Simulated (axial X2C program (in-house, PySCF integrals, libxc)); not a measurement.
Potential curves of GaB⁻, 2c

Computed with an axial X2C code built on PySCF integrals. Two-component (2c) means X2C with spin–orbit coupling and atomic mean-field two-electron Coulomb and Gaunt terms. Basis: Ga dyall-acv3z [10s10p8d5f1g], B dyall-av3z [8s7p3d2f] (cores contracted in-house); Gaussian nuclei, density fitting, unrestricted open shells. Masses: Ga 68.926 u, B 11.009 u.

State: Ω = 3/2 (⟨Sz⟩ = 1.50, ⟨Lz⟩ = 0.00 at PW91). Energies in eV from the lowest point of each curve. Fits are polynomials in 1 − R0/R over 0.85 to 1.23 times the lowest point R0.

| R (Å) | PW91 | PBE0 |
| --- | --- | --- |
| 1.7983 | 0.5183 | 0.5020 |
| 1.8810 | 0.2241 | 0.2078 |
| 1.9430 | 0.0945 | 0.0816 |
| 2.0050 | 0.0243 | 0.0169 |
| 2.0670 | 0.0000 | 0.0000 |
| 2.1393 | 0.0156 | 0.0262 |
| 2.2117 | 0.0661 | 0.0889 |
| 2.3047 | 0.1661 | 0.2063 |
| 2.4184 | 0.3211 | 0.3843 |
| 2.5838 | 0.5750 | 0.6738 |

One determinant describes the state; a PBE0 search over occupations chose it and may have missed a lower one. Density functionals use the spin component along the axis (collinear). Other states lie close and PBE0, whose exact exchange favours high spin, may order them wrongly; the determinant shown need not be the ground state. The nearest other 2c determinant of the search, Ω = 1/2, lies 0.27 eV up at the distance of the search. With several unpaired electrons one determinant need not be a pure state. The highest occupied level of some functionals is positive through self-interaction error; at Hartree–Fock it is bound. This is the top spin component of a Σ state; components of lower Ω are not single determinants and can lie lower.

Question: Fit the PW91 curve near its minimum: give the equilibrium distance and the harmonic wavenumber.

Answer: At PW91, 2c: Re = 2.076 Å, ωe ≈ 501 cm⁻¹; Be follows as 0.412 cm⁻¹.

Question: What are Re and ωe at the PBE0 level?

Answer: At PBE0, 2c: Re = 2.062 Å, ωe ≈ 529 cm⁻¹; Be follows as 0.418 cm⁻¹.
